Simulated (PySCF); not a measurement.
**Question.** Give a PBE0-D3(BJ)/def2-SVP geometry of `CO[C@@H](OCF)OC(F)(F)F`.

**Answer.** 
```
atom  x, y, z in Å
C1     1.488   -1.652    0.283
O2     1.184   -0.525   -0.503
C3     0.009    0.088   -0.192
O4    -0.096    1.259   -0.909
C5     0.784    2.251   -0.536
F6     0.464    2.738    0.700
O7    -1.056   -0.741   -0.604
C8    -2.195   -0.694    0.107
F9    -3.059   -1.520   -0.448
F10   -2.724    0.525    0.147
F11   -2.000   -1.077    1.377
H12    2.483   -1.998   -0.024
H13    1.510   -1.398    1.358
H14    0.757   -2.461    0.122
H15   -0.075    0.276    0.899
H16    1.820    1.873   -0.494
H17    0.680    3.055   -1.278
```

Any rigid rotation of these coordinates is as good. Atoms count from 1 in this order. Of the pairs four or more bonds apart, F11···H15 is among the closest relative to their van der Waals radii: 2.40 Å, 90 % of the sum of Bondi's values. The C–O distances run from 1.344 Å (O7–C8, drawn single) to 1.411 Å (C3–O7, drawn single), a spread of 0.067 Å. O2 (ether oxygen) is bent (angle 114.8°). The 4 C–F bonds span 1.318 Å (C8–F9, drawn single) to 1.366 Å (C5–F6, drawn single), a spread of 0.048 Å.

Bonds between heavy atoms (Å): C1–O2 1.407, O2–C3 1.361, C3–O4 1.378, O4–C5 1.378, C5–F6 1.366, C3–O7 1.411, O7–C8 1.344, C8–F9 1.318, C8–F10 1.329, C8–F11 1.341.

Level of theory: PBE0-D3(BJ)/def2-SVP geometry optimisation, gas phase (PySCF).

Point group: C1 (no symmetry element, even within 0.4 Å). Whether it is a minimum is left open (no frequencies). One conformer, not necessarily the lowest (C1–O2–C3–O4 173°, O2–C3–O4–C5 -69°, C3–O4–C5–F6 -69°, O2–C3–O7–C8 149°).

Time: 5.0 min wall, 13 min CPU; peak memory 0.85 GiB. Hardware: 2 threads, Intel Xeon Platinum 8488C (x86_64), shared host with 192 logical CPUs at a one-minute load of 51. These figures are those of the optimisation.
